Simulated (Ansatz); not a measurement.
H7BSi2, SMILES `[SiH3]B[SiH3]` (charge 0, multiplicity 1).

Computed with Ansatz (an electronic-structure program) with frozen-core CCSDT(Q)/6-31g // PBE0-D3(BJ)/def2-TZVP.

Ansatz 0.2 input:
```yaml
crystal:
  periodic: [false, false, false]
  atoms:
    - { symbol: Si, position_ang: [1.745381, 0.209422, -0.089738] }
    - { symbol: B, position_ang: [-0.010853, -0.697041, -0.421729] }
    - { symbol: Si, position_ang: [-1.738727, 0.046754, 0.269344] }
    - { symbol: H, position_ang: [2.765572, -0.000965, -1.152849] }
    - { symbol: H, position_ang: [1.617048, 1.669683, 0.168617] }
    - { symbol: H, position_ang: [2.24897, -0.428015, 1.166834] }
    - { symbol: H, position_ang: [-0.028308, -1.714596, -1.052084] }
    - { symbol: H, position_ang: [-1.570305, 0.925948, 1.458539] }
    - { symbol: H, position_ang: [-2.240185, 0.89872, -0.853754] }
    - { symbol: H, position_ang: [-2.778864, -0.973824, 0.571906] }
basis:
  gaussian: { orbitals: "6-31g" }
correlation:
  method: ccsdt_q
```

Output:

```
Functional definition: HF
1134 factors; integrals over basis functions are off by at most 1.0e-7 eV
mean field evaluation 1: about -16501.0017 eV, gradient 1.3e1 eV
mean field evaluation 2: about -16501.0052 eV, gradient 1.3e1 eV
mean field evaluation 4: about -16502.0029 eV, gradient 4.8e-1 eV
mean field evaluation 8: about -16502.0051 eV, gradient 2.2e-4 eV
mean field -16502.00505111 eV, -606.4375001677 hartree, gradient 2.0e-6 eV, S^2 0.000000; 0 other end points of the search recorded, 0 dependent functions left out
11 core orbitals not correlated
reference -16502.00505111 eV, -606.4375001677 hartree; 9, 9 occupied and 29, 29 virtual orbitals, 1134 factors
second order -4.38490266 eV of doubles, -0.00000000 eV of singles
cycle   1  -5.31141732 eV  change   -9.3e-1 eV  update   8.5e-2
cycle   2  -5.82895000 eV  change   -5.2e-1 eV  update   3.6e-2
cycle   3  -5.88246036 eV  change   -5.4e-2 eV  update   1.3e-2
cycle   4  -5.88612444 eV  change   -3.7e-3 eV  update   5.2e-3
cycle   5  -5.88559557 eV  change    5.3e-4 eV  update   2.2e-3
cycle   6  -5.88524783 eV  change    3.5e-4 eV  update   9.2e-4
cycle   7  -5.88514931 eV  change    9.9e-5 eV  update   2.9e-4
cycle   8  -5.88530428 eV  change   -1.5e-4 eV  update   1.1e-4
cycle   9  -5.88533930 eV  change   -3.5e-5 eV  update   3.2e-5
cycle  10  -5.88532131 eV  change    1.8e-5 eV  update   1.3e-5
cycle  11  -5.88531374 eV  change    7.6e-6 eV  update   6.0e-6
cycle  12  -5.88531466 eV  change   -9.2e-7 eV  update   2.4e-6
cycle  13  -5.88531574 eV  change   -1.1e-6 eV  update   1.3e-6
cycle  14  -5.88531748 eV  change   -1.7e-6 eV  update   6.4e-7
perturbative correction -0.00359141 eV, -0.0001319818 hartree
Total energy: -16507.89396001 eV, -606.6539135778 hartree
```
